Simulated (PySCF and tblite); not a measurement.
methyl benzoate, C8H8O2, numbered as in [CH3:1][O:2][C:3](=[O:4])[c:5]1[cH:6][cH:7][cH:8][cH:9][cH:10]1.

Geometries PBE0-D3(BJ)/def2-SVP; weights from B3LYP-D3(BJ)/def2-SVPD (IEF-PCM, chloroform) energies and GFN2-xTB thermal corrections, with symmetry numbers and mirror pairs. Conformers within 3 kcal/mol (GFN2-xTB free energy) were kept, 8 at most. GIAO shieldings: wB97X-D/pcSseg-1 (IEF-PCM, chloroform). Shifts are against TMS (¹H), TMS (¹³C) at the same level. Codes: tblite and PySCF.

Torsions listed: C1–O2–C3–O4, O2–C3–C5–C6.

| conformer | shape | weight % | dipole D |
| --- | --- | --- | --- |
| 1 | 0°, -1° | 100.0 | 2.59 |

(1) How do the computed shifts compare with measured ones?

## Answers

(1) 
```csv
nucleus,signal,leading conformer,average,measured,medium
¹H,H1,3.96,3.96,3.898,not stated in the table (CDCl3 in this author's series)
¹H,H6/H10,8.41,8.41,8.033,not stated in the table (CDCl3 in this author's series)
¹H,H7/H9,7.75,7.75,7.415,not stated in the table (CDCl3 in this author's series)
¹H,H8,7.88,7.88,7.534,not stated in the table (CDCl3 in this author's series)
```

Measured values: Pretsch, Buehlmann, Badertscher, Structure Determination of Organic Compounds, 4th ed. (2009); Shapiro, Mohrmann, J. Phys. Chem. Ref. Data 1977, 6, 919; The use of chemical shift calculations in the conformational analysis of substituted benzenes, New J. Chem. 2019 (ESI). Mean difference for ¹H: 0.28 ppm, scatter 0.13 ppm. The computed shifts are unscaled and lack vibrational corrections.
